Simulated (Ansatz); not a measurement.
```yaml
crystal:
  periodic: [false, false, false]
  atoms:
    - {symbol: B, position_ang: [-0.090651, 0.037638, -0.037571]}
    - {symbol: Cl, position_ang: [1.676800, -0.144274, 0.036542]}
    - {symbol: Cl, position_ang: [-0.608339, 1.820480, -0.110414]}
    - {symbol: Br, position_ang: [-1.275126, -1.731061, -0.002159]}
basis:
  gaussian: {orbitals: cc-pVDZ}
hamiltonian: {xc: {name: B3LYP}, dispersion: d3bjatm}
scf: {omitted_lower_state_checks: [starts]}
```

```sh
$ ansatz run in.yaml --threads 2 --pin off --events-out ev --progress --plain --max-ram 4352MiB
```

Output, abridged:

```
Functional definition: B3LYP
837 factors; integrals over basis functions are off by at most 8.3e-4 eV
mean field evaluation 1: about -95771.1116 eV, gradient 1.2e1 eV
mean field evaluation 2: about -95770.8446 eV, gradient 1.6e1 eV
mean field evaluation 4: about -95771.4967 eV, gradient 4.3e-1 eV
mean field evaluation 8: about -95771.5356 eV, gradient 5.3e-2 eV
mean field evaluation 16: about -95771.5356 eV, gradient 3.2e-5 eV
mean field -95771.53563290 eV, -3519.5390182305 hartree, gradient 3.2e-5 eV, S^2 0.000000; 0 other end points of the search recorded, 0 dependent functions left out
reference -95771.53585107 eV, -3519.5390262482 hartree; 37, 37 occupied and 40, 40 virtual orbitals, 837 factors
Total energy: -95771.77867227 eV, -3519.5479497627 hartree
Checks for a lower state left out: starts
```

Run time 1.7 s (2 threads of Arm Neoverse V1 on a shared host).

B3LYP takes the VWN-RPA correlation.
